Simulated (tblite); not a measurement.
Compound: C4H8FNSi2.
Structure used (GFN2-xTB), in Å, numbered top down from 1:
```
atom  x, y, z in Å
N1     0.1368    3.0613    0.6820
C2     0.2910    1.9428    0.4679
C3     0.5430    0.5843    0.2182
Si4    2.3783    0.0989    0.4279
C5    -0.4903   -0.2004   -0.1280
Si6   -2.2590    0.4802   -0.2836
C7    -0.3372   -1.6548   -0.4157
F8     0.9543   -2.1131   -0.2958
H9     2.8812   -0.3713   -0.8594
H10    3.0753    1.3276    0.8149
H11    2.4754   -0.8841    1.5028
H12   -2.6711    1.0018    1.0159
H13   -3.1141   -0.6456   -0.6720
H14   -2.2718    1.5058   -1.3222
H15   -0.9457   -2.2479    0.2779
H16   -0.6538   -1.8767   -1.4422
```

Computed values, GFN2-xTB/tblite, gas phase, harmonic and unscaled. The method is semi-empirical: single wavenumbers can be off by several per cent or more. Modes of hydrogen on silicon can be 10 to 20 % off. One conformer, not necessarily the lowest.

Harmonic wavenumbers (cm⁻¹): 35.6, 62.5, 95.5, 113.4, 171.4, 173.7, 195.8, 230.0, 252.2, 350.4, 387.6, 477.0, 490.3, 534.1, 555.7, 556.7, 601.1, 612.3, 749.5, 758.4, 781.5, 783.7, 808.7, 820.6, 821.3, 931.5, 1001.2, 1116.2, 1132.6, 1208.3, 1313.1, 1423.8, 1616.5, 2251.1, 2267.0, 2293.8, 2302.2, 2303.9, 2309.5, 2344.6, 2910.7, 2928.8.

A = 1567, B = 1256, C = 711.9 MHz; mass 145.018 u (most abundant isotopes); point group Cs, symmetry number 1.

Task: What is the zero-point energy?

Result: Half the sum of the wavenumbers: 21537 cm⁻¹ = 257.64 kJ/mol.

Task: Entropy at 500 K, 1 bar (ideal gas, RRHO, classical rotation)?

Result: Translation 181.67, rotation 131.21, vibration 237.95: S = 550.8 J/(mol K).

Task: And Cp and H(500 K) − H(0)?

Result: Cp = 238.40 J/(mol K), of which vibrations give 205.14 (their classical limit is 42 R = 349.2); H(500 K) − H(0) = 75.29 kJ/mol without the zero-point energy, 58.66 from vibrations.

Task: How do the functions run with temperature in this model?

Result: 
```json
{"T (K)": "50", "S (J/(mol K))": "253.8", "Cp (J/(mol K))": "60.2", "H − H(0) (kJ/mol)": "2.23", "G − H(0) (kJ/mol)": "-10.46", "ln q(vib)": "0.75"}
{"T (K)": "100", "S (J/(mol K))": "304.6", "Cp (J/(mol K))": "88.3", "H − H(0) (kJ/mol)": "5.97", "G − H(0) (kJ/mol)": "-24.49", "ln q(vib)": "2.26"}
{"T (K)": "298.15", "S (J/(mol K))": "443.1", "Cp (J/(mol K))": "178.3", "H − H(0) (kJ/mol)": "32.72", "G − H(0) (kJ/mol)": "-99.40", "ln q(vib)": "8.54"}
{"T (K)": "373.15", "S (J/(mol K))": "486.0", "Cp (J/(mol K))": "204.3", "H − H(0) (kJ/mol)": "47.10", "G − H(0) (kJ/mol)": "-134.27", "ln q(vib)": "10.82"}
{"T (K)": "750", "S (J/(mol K))": "656.8", "Cp (J/(mol K))": "283.9", "H − H(0) (kJ/mol)": "141.02", "G − H(0) (kJ/mol)": "-351.59", "ln q(vib)": "21.13"}
{"T (K)": "1000", "S (J/(mol K))": "742.8", "Cp (J/(mol K))": "313.0", "H − H(0) (kJ/mol)": "215.90", "G − H(0) (kJ/mol)": "-526.88", "ln q(vib)": "26.97"}
```

q(vib) and H(0) count from the zero-point level.

Task: What must be added to the electronic energy to get the Gibbs energy at 500 K and 1 bar?

Result: ZPE + [H(500 K) − H(0)] − T·S = 257.64 + 75.29 − 275.41 = 57.52 kJ/mol.

Task: Blend soft modes into free rotors: weight 1/[1 + (100 cm⁻¹/ν̃)⁴] for the oscillator and the rest for a rotor with moment μB/(μ + B), μ = h/(8π²ν), B = 10⁻⁴⁴ kg m². What vibrational entropy results?

Result: 218.72 J/(mol K) in place of 237.95, which changes −T·S at 500 K by +9.61 kJ/mol.

Hindered rotation and anharmonicity are outside this model. Other conformers, if any are populated, would add a mixing term that is left out.
